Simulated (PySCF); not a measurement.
C4H6ClF, SMILES C(=C/[C@@H](C)F)/Cl.

Geometry optimised at TPSSh-D3(BJ)/def2-SVP. The structure was generated by enumeration; whether it is a known compound was not checked. One conformer was computed; it need not be the lowest.

Two levels are set side by side: PBE/def2-TZVP (PySCF) and M06-2X/def2-TZVP (PySCF). Same geometry, gas phase. Differences are taken from unrounded values.

```tsv
quantity	PBE
orbital gap (eV)	4.93
highest occupied level (eV)	-6.38
lowest empty level (eV)	-1.45
dipole moment (D)	1.27
mean polarisability (bohr³)	63.1
```

### Question
These are the PBE values. What does M06-2X give? (The exact figures need the calculation; the answer reports its results.)

### Answer

```csv
quantity,M06-2X,PBE minus M06-2X
orbital gap (eV),9.21,-4.28
highest occupied level (eV),-8.78,2.41
lowest empty level (eV),0.42,-1.87
dipole moment (D),1.38,-0.11
mean polarisability (bohr³),60.5,2.5
```

Without exact exchange PBE keeps part of each electron's self-repulsion, which lifts occupied levels and narrows the gap. Loosely held outer electrons make PBE densities more polarisable. Differences between two approximate levels are no errors against the true value.

Rough cost on one machine, each run with all the roots and properties that it gave: M06-2X against PBE about 4 times.
